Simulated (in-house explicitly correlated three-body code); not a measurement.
Results of a calculation; reference values are marked as such.
# Two electrons around a charge Z: functional-driven and density-driven errors

The exact non-relativistic ground state comes from a variational code in 260 exponentially correlated functions, the Kohn-Sham parts from inverting its density (past Z = 6 the correlation energy is taken as exact minus Hartree-Fock, equal to within microhartrees), and self-consistent runs (Hartree-Fock is restricted) from a B-spline radial code. Z may be fractional; the second electron is bound down to Z = 0.911.

The total error of a self-consistent run is the error on the exact density (functional-driven) plus the energy gained by relaxing to the functional's own density (density-driven, never positive). «Unbound» marks a run whose level isn't bound or that didn't converge.

```
   Z  SCAN functional (mEh)  SCAN density (mEh)  BP86 functional (mEh)  BP86 density (mEh)  M06-L functional (mEh)  M06-L density (mEh)
 1.7                  -0.77               -0.22                  -4.50               -0.62                   -6.67                -2.26
2.02                  -0.99               -0.25                  -1.79               -0.67                  -10.23                -2.29
 2.2                  -1.09               -0.27                  -0.43               -0.68                  -12.18                -2.30
2.64                      ?                   ?                      ?                   ?                       ?                    ?
 2.9                  -1.38               -0.29                  +3.71               -0.72                  -19.50                -2.28
3.32                  -1.51               -0.30                  +5.47               -0.74                  -23.73                -2.28
 4.1                  -1.70               -0.31                  +7.68               -0.77                  -31.33                -2.29
 4.4                      ?                   ?                      ?                   ?                       ?                    ?
 5.3                  -1.92               -0.31                  +9.25               -0.83                  -42.52                -2.32
 5.9                  -2.01               -0.31                  +9.50               -0.86                  -47.95                -2.33
```

Task: What belongs in the row Z = 2.64?

Result: SCAN functional (mEh): -1.28; SCAN density (mEh): -0.28; BP86 functional (mEh): +2.37; BP86 density (mEh): -0.71; M06-L functional (mEh): -16.82; M06-L density (mEh): -2.29.

Task: What belongs in the row Z = 4.4?

Result: SCAN functional (mEh): -1.77; SCAN density (mEh): -0.31; BP86 functional (mEh): +8.24; BP86 density (mEh): -0.79; M06-L functional (mEh): -34.18; M06-L density (mEh): -2.30.

Task: Which part of the error is larger?

Result: SCAN: functional-driven -2.01, density-driven -0.31 mEh at Z = 5.9; BP86: functional-driven +9.50, density-driven -0.86 mEh at Z = 5.9; M06-L: functional-driven -47.95, density-driven -2.33 mEh at Z = 5.9. The density-driven part is second order in the error of the density, so it stays small unless the second electron is loosely bound.
